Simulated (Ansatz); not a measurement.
Cost and result for the atomization energy of CH₄AlBrO (8 atoms, 7 bonds).

```xyz
8

O    -1.518    0.457   -0.702
C    -0.248    0.537   -0.409
Al    0.877   -1.022    0.177
Br    0.125    0.382    2.022
H    -1.957    1.319   -0.715
H     0.153    1.556   -0.426
H     0.145   -2.424    0.156
H     2.422   -0.804   -0.103
```

Charge 0, multiplicity 1. Correlated methods include outer-core shells of Br, which these sets cover unevenly. Scalar relativity is left out up to krypton. The bonds changed during the relaxation, so this is another structure than the one it started from. The structure was optimised at the PBE0-D4/def2-TZVP level. It is one conformer, not always the lowest. Program: Ansatz. All runs use 4 threads of an Arm Neoverse V1 on a shared host. Times are those of one run each, without the atoms' runs, and a repeat can differ threefold. Electronic energies, without spin–orbit coupling; frozen cores. CCSD(T)/CBS adds CCSD(T) − MP2 in def2-TZVPP to the MP2 limit, and its time is that of the two runs behind it. T1 = 0.014. With those shells the extrapolation isn't a true limit. B3LYP takes the VWN-RPA correlation (the form of Gaussian; ORCA's B3LYP/G).

CCSD(T)/CBS is a level of theory with its own doubt, some kJ/mol a heavy atom from the limit and from the frozen cores, so smaller differences don't rank the functionals.

```json
{"level": "LDA (SPW92)/def2-TZVPP", "functions": "208", "wall time": "1 s", "atomization (kJ/mol)": "2870.6", "difference from CCSD(T)/CBS": "378.3", "per bond": "54.1"}
{"level": "BLYP-D4/def2-TZVPP", "functions": "208", "wall time": "1.5 s", "atomization (kJ/mol)": "2480.9", "difference from CCSD(T)/CBS": "-11.4", "per bond": "-1.6"}
{"level": "PBE0-D4/def2-TZVPP", "functions": "208", "wall time": "2.5 s", "atomization (kJ/mol)": "2472.7", "difference from CCSD(T)/CBS": "-19.6", "per bond": "-2.8"}
{"level": "B3LYP-D4/def2-TZVPP (with forces)", "functions": "208", "wall time": "3.5 s", "atomization (kJ/mol)": "2474.2", "difference from CCSD(T)/CBS": "-18.1", "per bond": "-2.6"}
{"level": "CCSD(T)/def2-SVP", "functions": "98", "wall time": "3.6 s", "atomization (kJ/mol)": "2330.6", "difference from CCSD(T)/CBS": "-161.7", "per bond": "-23.1"}
{"level": "r2SCANh-D4/def2-TZVPP", "functions": "208", "wall time": "4.1 s", "atomization (kJ/mol)": "2482.1", "difference from CCSD(T)/CBS": "-10.2", "per bond": "-1.5"}
{"level": "PBE-QIDH/def2-TZVPP", "functions": "208", "wall time": "4.5 s", "atomization (kJ/mol)": "2450.0", "difference from CCSD(T)/CBS": "-42.3", "per bond": "-6.0"}
{"level": "B2PLYP/def2-TZVPP", "functions": "208", "wall time": "4.6 s", "atomization (kJ/mol)": "2443.8", "difference from CCSD(T)/CBS": "-48.5", "per bond": "-6.9"}
{"level": "ωB97X-V/def2-TZVPP", "functions": "208", "wall time": "6.5 s", "atomization (kJ/mol)": "2484.1", "difference from CCSD(T)/CBS": "-8.2", "per bond": "-1.2"}
{"level": "B97M-V/def2-TZVPP", "functions": "208", "wall time": "7.5 s", "atomization (kJ/mol)": "2507.2", "difference from CCSD(T)/CBS": "14.9", "per bond": "2.1"}
{"level": "MP2/def2-QZVPP", "functions": "393", "wall time": "21 s", "atomization (kJ/mol)": "2497.7", "difference from CCSD(T)/CBS": "5.4", "per bond": "0.8"}
{"level": "CCSD(T)/def2-TZVPP", "functions": "208", "wall time": "93 s", "atomization (kJ/mol)": "2412.5", "difference from CCSD(T)/CBS": "-79.8", "per bond": "-11.4"}
{"level": "CCSD(T)/CBS(def2)", "functions": "–", "wall time": "110 s", "atomization (kJ/mol)": "2492.3", "difference from CCSD(T)/CBS": "0.0", "per bond": "0.0"}
```

From BLYP to BHLYP (50 % exact exchange), in def2-TZVPP and without D4, the atomization energy moves by −79.6 kJ/mol: exact exchange takes away binding that semilocal exchange gives to molecules. Leaving LDA and LC-ωPBE aside and taking each functional with its dispersion term where it has one, the values, not all of them listed here, spread over 145.6 kJ/mol, from BHLYP-D4 to PBE-D4. LDA lies +354.3 kJ/mol from PBE without D4, its usual overbinding. In def2-TZVPP, CCSD(T) changes the Hartree–Fock value by +668.0 kJ/mol (the triples alone add +45.7 kJ/mol) and MP2 by +706.4 kJ/mol; breaking electron pairs costs correlation energy, which Hartree–Fock lacks.
